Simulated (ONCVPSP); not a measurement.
# u(r) = r·R(r): atom against pseudo-atom (V)

Columns: radius, all-electron u(r) and pseudo u(r) of the 3d shell (level -5.47 eV) of vanadium in the configuration [Ne] 3s2 3p6 3d3 4s1.75 4p0.25; revPBE, scalar-relativistic, ONCV scheme, ONCVPSP 4.0.1.

```csv
r (bohr),all-electron,pseudo
0.098,0.0379,0.0044
0.195,0.1654,0.0331
0.292,0.3297,0.1023
0.390,0.4869,0.2174
0.488,0.6147,0.3678
0.585,0.7086,0.5313
0.682,0.7707,0.6852
0.780,0.8052,0.8094
0.878,0.8171,0.8885
0.975,0.8123,0.9194
1.072,0.7959,0.9092
1.170,0.7711,0.8693
1.268,0.7412,0.8138
1.365,0.7086,0.7549
1.463,0.6741,0.6990
1.560,0.6396,0.6507
1.658,0.6051,0.6088
1.755,0.5719,0.5726
1.852,0.5399,0.5399
1.950,0.5089,0.5089
2.047,0.4799,0.4798
2.145,0.4521,0.4521
2.242,0.4262,0.4262
2.340,0.4015,0.4015
2.438,0.3783,0.3783
2.535,0.3567,0.3567
```

Task: How many radial nodes do the two functions have?

Result: The all-electron 3d function has n − l − 1 = 0; the pseudo-wave has 0.

Task: At about which radius was the pseudo-wave matched?

Result: 1.95 bohr. The columns agree to 0.0005 from 1.85 bohr on; several derivatives are matched, so the curves merge somewhat inside the radius.

Task: Is the pseudo-wave norm-conserving?

Result: Yes: the ONCV scheme keeps the norm inside the radius equal to the all-electron one, which fixes the energy derivative of the logarithmic derivative at the level.
